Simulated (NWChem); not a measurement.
# MgF cation; SMILES [F][Mg+]

Results from NWChem. Pople sets run with spherical d functions. Each level has its own optimisation; frequencies are unscaled.

For level Hartree-Fock/6-31G*:

```yaml
highest harmonic frequency (cm⁻¹): 888
```

### Question
Estimate the same quantities for level CAM-B3LYP/def2-SVP.

### Answer
| Item | Value |
|---|---|
| highest harmonic frequency (cm⁻¹) | 817 |
